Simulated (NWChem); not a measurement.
Everything below was run with NWChem. System: germanium monotelluride (GeTe), charge 0, spin multiplicity 1, at a geometry optimised with B3LYP/def2-SVP with def2 effective core potentials on Te. Level: MP2/def2-TZVP with def2 effective core potentials on Te, 13 core orbitals frozen.

The NWChem input:

```
start mol
memory heap 200 mb stack 900 mb global 1100 mb
geometry units angstroms nocenter noautoz
  Ge     0.000000     0.000000     1.464896
  Te     0.000000     0.000000    -0.901474
  symmetry group C2v
end
basis spherical
  * library def2-tzvp
end
ecp
  Te library def2-ecp
end
scf
  rhf
  nopen 0
  maxiter 100
  thresh 1e-7
  semidirect memsize 60000000 filesize 0
end
mp2
  freeze core 13
end
task mp2 energy
```

Output (cleaned and shortened):

```
             Northwest Computational Chemistry Package (NWChem) 7.3.0
             --------------------------------------------------------

                                NWChem Input Module
                                -------------------

 Scaling coordinates for geometry "geometry" by  1.889725989
 (inverse scale =  0.529177249)

 Turning off AUTOSYM since
 SYMMETRY directive was detected!

                             Geometry "geometry" -> ""
                             -------------------------

 Output coordinates in angstroms (scale by  1.889725989 to convert to a.u.)

  No.       Tag          Charge          X              Y              Z
 ---- ---------------- ---------- -------------- -------------- --------------
    1 Ge                  32.0000     0.00000000     0.00000000     1.46489600
    2 Te                  52.0000     0.00000000     0.00000000    -0.90147400

 Effective nuclear repulsion energy (a.u.)     372.1104232793

            Nuclear Dipole moment (a.u.)
            ----------------------------
        X                 Y               Z
 ---------------- ---------------- ----------------
     0.0000000000     0.0000000000     0.0000453534

      Symmetry information
      --------------------

 Group name             C2v
 Group number             16
 Group order               4
 No. of unique centers     2

      Symmetry unique atoms

     1    2


 Summary of "ao basis" -> "" (spherical)
 ------------------------------------------------------------------------------
       Tag                 Description            Shells   Functions and Types
 ---------------- ------------------------------  ------  ---------------------
 *                         def2-tzvp                  on all atoms

 Summary of "ao basis" -> "ao basis" (spherical)
 ------------------------------------------------------------------------------
       Tag                 Description            Shells   Functions and Types
 ---------------- ------------------------------  ------  ---------------------
 Ge                        def2-tzvp                16       48   6s5p4d1f
[...]
     1   1 0 0      0.000000      0.000000      0.000000
     1   0 1 0      0.000000      0.000000      0.000000
     1   0 0 1      0.815326      0.000000     47.699133

     2   2 0 0    -33.245412      0.000000      0.000000
     2   1 1 0      0.000000      0.000000      0.000000
     2   1 0 1      0.000000      0.000000      0.000000
     2   0 2 0    -33.245412      0.000000      0.000000
     2   0 1 1      0.000000      0.000000      0.000000
     2   0 0 2    -31.478291      0.000000    314.872090

                   NWChem MP2 Semi-direct Energy/Gradient Module
                   ---------------------------------------------

  Basis functions       =     98
  Molecular orbitals    =     98
  Frozen core           =     13
  Frozen virtuals       =      0
  Active alpha occupied =     15
  Active beta occupied  =     15
  Active alpha virtual  =     70
  Active beta virtual   =     70
  Use MO symmetry       = T
  Use skeleton AO sym   = T

  AO/Fock/Back tols     =   1.0D-09  1.0D-09  1.0D-09

 GA uses MA = F    GA memory limited = T

 Available:
  local mem=  1.26D+08
 global mem=  1.44D+08
 local disk=  0.00D+00
  mp2_memr nvloc                    70
  nvloc new                    70
   1 passes of  15:        5242880                      72071                  16916880.
   1 passes of  15: M    126137777           G      144159992           F     120894897.

 Semi-direct pass number   1 of   1  for RHF alpha+beta  at        2.0s
  vrange nnbf                  4734
  mp2_eaftype                    64  avail_ma_in_mb                  1099
 EAF : mp2_eaftype filesize          64    8458440.
  mp2_eaf for mointskh                     64
Node 0 wrote     39.8 Mb in      0.1 s     Agg I/O rate:   539.8 Mb/s
 Done moints_semi at        6.2s
  mp2_eaftype                    64  avail_ma_in_mb                  1035
 EAF : mp2_eaftype filesize          64    8458440.
  mp2_eaf for kh                    64
 Done maket at        6.3s
 Done multipass loop at        6.3s

          -------------------------------------------
          SCF energy               -2342.403863939841
          Correlation energy          -0.681028787369
          Singlet pairs               -0.321963185772
          Triplet pairs               -0.359065601597
          Total MP2 energy         -2343.084892727210
          -------------------------------------------

          ---------------------------------------------------
                    Spin Component Scaled (SCS) MP2
          Same spin pairs                     -0.239377067732
          Same spin scaling factor             0.333333333333
          Opposite spin pairs                 -0.441651719638
          Opposite spin scaling fact.          1.200000000000
          SCS-MP2 correlation energy          -0.609774419476
          Total SCS-MP2 energy             -2343.013638359317
          ---------------------------------------------------

 -----------------------
 Performance information
 -----------------------

 Timer overhead =  9.63D-08 seconds/call

               Nr. of calls         CPU time (s)                 Wall time (s)                GFlops
             ---------------    -------------------     ------------------------------   -------------------
Name         Min   Avg   Max    Min     Avg     Max     Min     Avg     Max   Mx/calls   Min     Max     Sum
mp2: moin     1     1     1    4.2     4.2     4.2      4.2     4.2     4.2     4.2      0.0     0.0     0.0
mp2: make     1     1     1   0.12    0.12    0.12     0.12    0.12    0.12    0.12      0.0     0.0     0.0
mp2: tota     1     1     1    4.4     4.4     4.4      4.4     4.4     4.4     4.4      0.0     0.0     0.0

 The average no. of pstat calls per process was 3.00D+00
 with a timing overhead of 2.89D-07s

 Task  times  cpu:        6.3s     wall:        6.3s

 Total times  cpu:        6.3s     wall:        6.3s
```
